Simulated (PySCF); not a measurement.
## Bonding in `CO[C@@H]([SiH3])[SiH2]P`

Species: C2H11OPSi2.
Atom-mapped SMILES: `[CH3:1][O:2][C@@H:3]([SiH3:4])[SiH2:5][PH2:6]` (hydrogens: H7, H8, H9 on C1; H10 on C3; H11, H12, H13 on Si4; H14, H15 on Si5; H16, H17 on P6)

Cartesian coordinates in Å at the GFN2-xTB level; atoms count from 1:
```xyz
17
C2H11OPSi2 angstrom
C     -1.5361   -1.4466    0.6239
O     -0.3529   -0.7055    0.5553
C     -0.3318    0.3242   -0.4565
Si    -0.9338    1.9370    0.3587
Si     1.4827    0.2691   -1.0913
P      2.0742   -1.5805   -0.0079
H     -2.3909   -0.8115    0.8825
H     -1.3911   -2.1937    1.4028
H     -1.7459   -1.9524   -0.3268
H     -0.9929    0.0276   -1.2792
H     -0.9398    2.9946   -0.6511
H     -0.0352    2.2455    1.4678
H     -2.2923    1.7527    0.8778
H      2.1935    1.5151   -0.7768
H      1.5427    0.0888   -2.5469
H      3.4371   -1.4802   -0.2681
H      2.2055   -0.9722    1.2259
```

Bond orders from the PBE0/pcSseg-1 density (PySCF). Isolated species at its GFN2-xTB geometry (one conformer only).

Q: Where do the orders between heavy atoms depart from those drawn in the SMILES?

A: The largest departure is 0.162, at O2–C3 (drawn single, 0.838) and C3–Si5 (drawn single, 0.841). Drawn single, order below 0.88: O2–C3 (0.838), C3–Si4 (0.878) and C3–Si5 (0.841).

Q: Set the Mayer orders of the bonds between heavy atoms beside their lengths.

A: 
| bond | drawn as | length (Å) | Mayer order |
| --- | --- | --- | --- |
| C1–O2 | single | 1.398 | 0.917 |
| O2–C3 | single | 1.444 | 0.838 |
| C3–Si4 | single | 1.905 | 0.878 |
| C3–Si5 | single | 1.923 | 0.841 |
| Si5–P6 | single | 2.224 | 1.041 |

By pair of heavy elements: C–O: lowest O2–C3 (0.838, 1.444 Å), highest C1–O2 (0.917, 1.398 Å). C–Si: lowest C3–Si5 (0.841, 1.923 Å), highest C3–Si4 (0.878, 1.905 Å).

Q: And the bonds to hydrogen?

A: C–H: 0.93 to 0.97 (4 bonds); H–Si: 0.92 to 0.95 (5 bonds); H–P: 0.92 to 0.93 (2 bonds).

Q: Sum the orders of all bonds at each heavy atom with more than one neighbour and set the sums beside the valence in the SMILES.

A: C1 3.808 (drawn 4), O2 1.755 (drawn 2), C3 3.483 (drawn 4), Si4 3.701 (drawn 4), Si5 3.739 (drawn 4), P6 2.884 (drawn 3). Orders between atoms that aren't bonded are not in these sums.

Mayer orders depend on the basis set.
